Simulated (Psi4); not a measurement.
## Worked example: ideal-gas entropy of GeH3O2F (SMILES [OH][GeH]([OH])[F])

A singlet with charge 0, relaxed at PBE-D3(BJ)/def2-SVP (density fitting) (Psi4 1.11):

```xyz
7

O    -0.3532    1.1579   -0.8753
Ge   -0.1042   -0.0262    0.4353
O     1.5416   -0.6725    0.3203
F    -1.2931   -1.2824    0.1056
H    -1.2090    0.9839   -1.3125
H    -0.3044    0.4883    1.8687
H     1.7899   -0.8165   -0.6130
```

Harmonic wavenumbers in cm⁻¹: 127, 203, 223, 256, 309, 671, 684, 699, 705, 727, 889, 907, 2159, 3719, 3722.

Masses in u: O 15.999, Ge 72.63, F 18.998, H 1.008. Take T = 298.15 K, p = 1 bar, R = 8.3145 J/(mol K), kT/hc = 207.22 cm⁻¹, rigid rotor and harmonic oscillator.

Task: Work out S° at 298 K.

Result: 
1. Translation (Sackur–Tetrode): S = R[3/2 ln M + 5/2 ln T − 1.1517] with M = 126.65 gives 169.2 J/(mol K).
2. Rotation: principal moments 86.257, 95.351, 146.630 u Å² give A, B, C = 0.1954, 0.1768, 0.115 cm⁻¹; the symmetry number is σ = 1; q = (√π/σ)√((kT/hc)³/ABC) = 83882; S = R(ln q + 3/2) = 106.7.
3. Vibration: with u = ν̃/207.22, each mode gives R[u/(eᵘ − 1) − ln(1 − e⁻ᵘ)]; the sum is 49.9, most from 127 cm⁻¹ (12.5), 203 cm⁻¹ (8.8), 223 cm⁻¹ (8.1).
4. Spin and the two mirror images of this shape: R ln 2 = 5.8.
5. Sum: 169.2 + 106.7 + 49.9 + 5.8 = 331.6 J/(mol K).

No measured value is set beside it here. Where a soft mode is a torsion, a harmonic oscillator describes it poorly.
